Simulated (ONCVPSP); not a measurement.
# Zr (Z = 40): excitation energies, all-electron against ONCV

* Element: Zr (Z = 40)
* Generator: ONCVPSP 4.0.1
* Type: optimised norm-conserving Vanderbilt (ONCV)
* Functional: PBE
* Relativity: non-relativistic
* Frozen core: [Kr]
* Valence charge: 4
* Reference configuration: 4d2 5s1.5 5p0.5
* Partial waves: 5s: rc 3.40 bohr, ncon 4, nbas 9, qcut 2 1/bohr, 3 projectors, debl 3.3 Ha; 5p: rc 3.95 bohr, ncon 4, nbas 8, qcut 1.9 1/bohr, 2 projectors, debl 3.4 Ha; 4d: rc 2.80 bohr, ncon 3, nbas 7, qcut 5.6 1/bohr, 1 projector
* Local potential: polynomial inside 2.20 bohr (lpopt 5, dvloc0 2 Ha)
* Core correction: Teter function, fcfact 3.5, rcfact 1.75

Energies are relative to the spin-unpolarised reference configuration 4d2 5s1.5 5p0.5; without spin polarisation the order of configurations can differ from experiment.

```csv
valence configuration,charge,ΔE all-electron (eV),error AE − PS (meV)
4d2 5s2 5p0,0,-1.401,-4.4
4d3 5s1 5p0,0,-0.662,-45
```

Problem. What are ΔE and the potential's error for 4d2 5s0 5p0?

Solution. ΔE = 18.131 eV all-electron; the error (AE − PS) is -403 meV.

Problem. What are ΔE and the potential's error for 4d2 5s1 5p0?

Solution. ΔE = 5.520 eV all-electron; the error (AE − PS) is -75 meV.

Levels in the configuration 4d2 5s0 5p0:

```json
{"level": "4d", "all-electron (eV)": "-17.568", "pseudo (eV)": "-17.832"}
```

Note: no bound ghost flagged; GHOST(+) flagged for p at 99.2 eV, s at 156.4 eV.
